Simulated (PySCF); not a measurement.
Isomers of C9H14O2, from PBE0-D3(BJ)/def2-SVP geometry optimisation, gas phase (PySCF 2.14.0). One conformer each, no zero-point energy, no frequencies.

Question: Which is lowest in electronic energy at this level?
A. `[CH2:1]=[C:2]([CH3:3])[C@@H:4]1[O:5][CH2:6][C@@H:7]([CH2:8][CH3:9])[C:10]1=[O:11]` with C1–C2–C4–O5 14°, C6–C7–C8–C9 -171°, C2–C4–O5–C6 -142°, C4–O5–C6–C7 35°, O5–C6–C7–C8 -159°, C6–C7–C10–O11 -157°: A = 1905, B = 764.0, C = 623.1 MHz, dipole 1.57 D
B. `[CH2:1]=[C:2]1[CH2:3][CH2:4][CH:5]([O:6][C:7]([CH3:8])=[O:9])[CH2:10][CH2:11]1` with C4–C5–O6–C7 154°, C5–O6–C7–C8 180°, C1–C2–C3–C4 -125°, C2–C3–C4–C5 -54°, C3–C4–C5–O6 177°, C4–C5–C10–C11 -56°: A = 2947, B = 556.6, C = 515.0 MHz, dipole 1.60 D
C. `[O:1]=[CH:2][O:3][C@@H:4]1[CH2:5][C@H:6]2[CH2:7][CH2:8][CH2:9][CH2:10][C@@H:11]12` with O1–C2–O3–C4 0°, C2–O3–C4–C5 -169°, O3–C4–C5–C6 -143°, C4–C5–C6–C7 -92°, C5–C6–C7–C8 142°, C6–C7–C8–C9 -59°: A = 1885, B = 854.5, C = 670.3 MHz, dipole 1.76 D

Answer: B. That is `C=C1CCC(OC(C)=O)CC1`, 6.7 kcal/mol below the next.

| SMILES | mapped SMILES | E (Eh) | relative (kcal/mol) | relative (kJ/mol) | dipole (D) |
| --- | --- | --- | --- | --- | --- |
| C=C1CCC(OC(C)=O)CC1 | [CH2:1]=[C:2]1[CH2:3][CH2:4][CH:5]([O:6][C:7]([CH3:8])=[O:9])[CH2:10][CH2:11]1 | -500.92570 | 0.0 | 0.0 | 1.60 |
| O=CO[C@@H]1C[C@H]2CCCC[C@H]21 | [O:1]=[CH:2][O:3][C@@H:4]1[CH2:5][C@H:6]2[CH2:7][CH2:8][CH2:9][CH2:10][C@@H:11]12 | -500.91505 | 6.7 | 28.0 | 1.76 |
| C=C(C)[C@@H]1OC[C@@H](CC)C1=O | [CH2:1]=[C:2]([CH3:3])[C@@H:4]1[O:5][CH2:6][C@@H:7]([CH2:8][CH3:9])[C:10]1=[O:11] | -500.88460 | 25.8 | 107.9 | 1.57 |

As drawn, the lowest has a C(=O)–O unit, which the highest lacks.
